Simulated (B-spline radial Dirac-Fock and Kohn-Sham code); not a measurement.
**How the levels of sulfur move as electrons are removed**

These are calculated numbers from an atomic code on a B-spline grid; the model is Dirac-Fock (average of configuration) total-energy differences with a finite nucleus, the Breit interaction including its frequency dependence, and self-energy and vacuum-polarisation corrections. Each ion is free and in its tabulated ground configuration. Correlation and solid-state effects are left out.

Reference: S¹¹⁺, [He] 2s2 2p1, with K (1s) 2972.9 eV. Shifts from it, in eV (a dash: the subshell is empty, belongs to an open shell averaged over j, or its hole state is left out as unreliable):

| ion | configuration | K (1s) |
| --- | --- | --- |
| S¹²⁺ | [He] 2s2 | +88.5 |
| S¹³⁺ | [He] 2s1 | – |
| S¹⁴⁺ | 1s2 | +249.6 |
| S¹⁵⁺ | 1s1 | ? |

Task: Give the missing shifts for S¹⁵⁺.

Result: K (1s) +521.4 (eV).
